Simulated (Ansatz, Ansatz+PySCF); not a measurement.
```xyz
2

H     0.0000    0.0000    0.0000
H    30.0000    0.0000    0.0000
```

Basis set: cc-pVDZ (spherical functions). All electrons are correlated. Charge 0, multiplicity 1.

Computed with Ansatz (development build ahead of 0.2.0); each method stands on the lowest determinant of its kind that the runs found. Restricted functionals stand beside restricted open-shell atoms, which can lie above the unrestricted atoms usual in DFT and then raise those values.

(1) Give the atomization energy at this shape (free ground-state atoms in the same class of orbitals less the molecule, no zero-point energy) of singlet H2 in separate pieces by ωB97X (unrestricted), PBE0 (unrestricted), UHF, UHF-MP2, r²SCAN (unrestricted), PBE (unrestricted), PBE (restricted), r²SCAN (restricted), PBE0 (restricted), ωB97X (restricted), RHF.

Results:

(1)

```json
{"method": "ωB97X (unrestricted)", "atomization energy": "0.00 kcal/mol"}
{"method": "PBE0 (unrestricted)", "atomization energy": "0.00 kcal/mol"}
{"method": "UHF", "atomization energy": "0.00 kcal/mol"}
{"method": "UHF-MP2", "atomization energy": "0.00 kcal/mol"}
{"method": "r²SCAN (unrestricted)", "atomization energy": "0.00 kcal/mol"}
{"method": "PBE (unrestricted)", "atomization energy": "0.00 kcal/mol"}
{"method": "PBE (restricted)", "atomization energy": "-52.19 kcal/mol"}
{"method": "r²SCAN (restricted)", "atomization energy": "-60.02 kcal/mol"}
{"method": "PBE0 (restricted)", "atomization energy": "-81.66 kcal/mol"}
{"method": "ωB97X (restricted)", "atomization energy": "-133.58 kcal/mol"}
{"method": "RHF", "atomization energy": "-177.18 kcal/mol"}
```

Caution for ωB97X (unrestricted), PBE0 (unrestricted), UHF, UHF-MP2: the determinant breaks the point group; the unrestricted determinant is a mixture of spin states. Caution for UHF-MP2: bonds are stretched, where a single reference can fail. Caution for r²SCAN (unrestricted), PBE (unrestricted): the unrestricted determinant is spin contaminated. Caution for PBE (restricted), r²SCAN (restricted), PBE0 (restricted), ωB97X (restricted), RHF: an unrestricted determinant lies well below; the molecule lies well above its atoms at this level.
